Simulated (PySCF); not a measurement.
Bonds to the group Y in Y-Sn(OCH3)3. Gas-phase values, no solvent. Each species was relaxed from one start; no search for lower structures was made at this level. In the def2 sets, heavy atoms carry core potentials. Strings in code marks are SMILES.

Method: PySCF 2.14.0 with PBE0-D3(BJ)/def2-SVP. Delta-SCF ions had no search for a lower state. Excitations are Tamm–Dancoff values on a coarser integration grid. The basis has no diffuse functions, so Rydberg states are missing or too high.

```csv
species,S1 oscillator strength,S1–T1 gap (TDA) (eV),T1 excitation (TDA) (eV),brightest of the four lowest singlets (TDA) (eV),vertical ionisation energy (Delta-SCF) (eV)
Y = methyl,0.007,0.47,4.98,6.22,9.14
Y = isopropyl (`[CH](C)(C)[Sn]([O]C)([O]C)[O]C`),(withheld),0.58,4.81,–,8.89
Y = n-butyl (`CCC[CH2][Sn]([O]C)([O]C)[O]C`),0.007,0.53,(withheld),–,(withheld)
Y = tert-butyl,(withheld),0.66,4.67,5.38,(withheld)
Y = vinyl,(withheld),1.12,4.26,–,9.13
Y = trifluoromethyl (`C[O][Sn]([O]C)([O]C)[C](F)(F)F`),0.002,0.51,4.59,5.95,9.62
"Y = 2,2,2-trifluoroethyl (`C[O][Sn]([CH2]C(F)(F)F)([O]C)[O]C`)",(withheld),(withheld),4.84,6.15,9.41
Y = but-3-enyl (`C=CC[CH2][Sn]([O]C)([O]C)[O]C`),0.005,(withheld),4.30,6.22,8.93
```

**Question.** Complete the blanks.

**Answer.** 
- Y = isopropyl (`[CH](C)(C)[Sn]([O]C)([O]C)[O]C`), S1 oscillator strength: 0.006
- Y = n-butyl (`CCC[CH2][Sn]([O]C)([O]C)[O]C`), T1 excitation (TDA) (eV): 4.92
- Y = n-butyl (`CCC[CH2][Sn]([O]C)([O]C)[O]C`), vertical ionisation energy (Delta-SCF) (eV): 8.94
- Y = tert-butyl, S1 oscillator strength: 0.006
- Y = tert-butyl, vertical ionisation energy (Delta-SCF) (eV): 8.74
- Y = vinyl, S1 oscillator strength: 0.004
- Y = 2,2,2-trifluoroethyl (`C[O][Sn]([CH2]C(F)(F)F)([O]C)[O]C`), S1 oscillator strength: 0.002
- Y = 2,2,2-trifluoroethyl (`C[O][Sn]([CH2]C(F)(F)F)([O]C)[O]C`), S1–T1 gap (TDA) (eV): 0.45
- Y = but-3-enyl (`C=CC[CH2][Sn]([O]C)([O]C)[O]C`), S1–T1 gap (TDA) (eV): 1.14
